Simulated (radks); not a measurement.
Results of a calculation; reference values are marked as such.
Question: Ionisation of neutral krypton, [Kr], to [Ar] 3d10 4s2 4p5 as the strength of local exchange is varied. Code: a radial shooting solver on a logarithmic mesh with Libxc functionals. Model: Dirac Kohn-Sham, Slater X-alpha exchange (alpha = 2/3 is LDA exchange), no correlation, spin-unpolarised, spherical densities, finite nucleus; Fermi nuclear charge, rms radius 4.1884 fm.

alpha  E(Kr) (hartree)  exchange (hartree)  IE (eV)  -e of the level emptied (eV)  <r> of it (bohr)
0.605      -2775.46560           -81.24183   12.341                 7.234 (4p3/2)             2.012
0.609      -2776.00279           -81.79448   12.391                 7.278 (4p3/2)             2.010
0.667      -2783.80345           -89.83070   13.122                 7.925 (4p3/2)             1.982
0.729      -2792.16575           -98.46821   13.924                 8.640 (4p3/2)             1.953
0.862      -2810.18664          -117.16088   15.713                10.251 (4p3/2)             1.896
?          -2826.54238          -134.21779   17.407                11.794 (4p3/2)             1.849

Which alpha was used in the last row?

Answer: alpha = 0.982. NIST Atomic Spectra Database: 14.000 eV (measured). The Delta-SCF value meets it near alpha = 0.73. Spin polarisation and multiplet splitting are left out, so open shells lie too high by an amount that depends on their filling. Sharing an open shell by 2j + 1 raises it above the true ground level by a part of the spin-orbit splitting, which enters the differences from NIST.

Beside tabulated values, note that spin-unpolarised runs miss the spin-polarisation part of the exchange energy of open shells.
